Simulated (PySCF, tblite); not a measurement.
Isomers of C3H11ClOSi2, one GFN2-xTB conformer each. Single-point energies are computed at PBE0/pcSseg-1 (PySCF, gas phase, no added dispersion term), electronic only.

Question: Rank them by PBE0/pcSseg-1 energy, lowest first (kJ/mol).
A. `[CH3:1][O:2][CH2:3][SiH2:4][SiH2:5][CH2:6][Cl:7]` with C1–O2–C3–Si4 -173°, O2–C3–Si4–Si5 31°, C3–Si4–Si5–C6 163°, Si4–Si5–C6–Cl7 55°
B. `[CH3:1][C@@:2]([SiH3:3])([Cl:4])[CH2:5][O:6][SiH3:7]` with C1–C2–C5–O6 87°, C2–C5–O6–Si7 -162°

Answer: B (0.0), A (90.8).

As drawn, the lower has an Si–O bond, which the higher lacks; the higher has an Si–Si bond, which the lower lacks. GFN2-xTB itself gives, in the same order: 0.0, 256.7. Both levels put the same isomer lowest.

Question: Which frontier levels, dipoles and rotational constants go with these structures?

Answer: 
| SMILES | HOMO (eV, PBE0/pcSseg-1) | LUMO (eV) | dipole (D) | A, B, C (MHz) |
| --- | --- | --- | --- | --- |
| C[C@@]([SiH3])(Cl)CO[SiH3] | -7.90 | 0.00 | 2.26 | 2344, 801.0, 721.5 |
| COC[SiH2][SiH2]CCl | -7.70 | -0.04 | 3.35 | 3117, 616.8, 551.7 |

Question: What happens when harmonic zero-point energies from GFN2-xTB frequencies are added?

Answer: 
```tsv
SMILES	ZPE (kJ/mol)	electronic (kJ/mol)	with ZPE (kJ/mol)
C[C@@]([SiH3])(Cl)CO[SiH3]	329.9	0.0	0.0
COC[SiH2][SiH2]CCl	336.5	90.8	97.3
```

The zero-point energies span 6.6 kJ/mol. The order is unchanged.
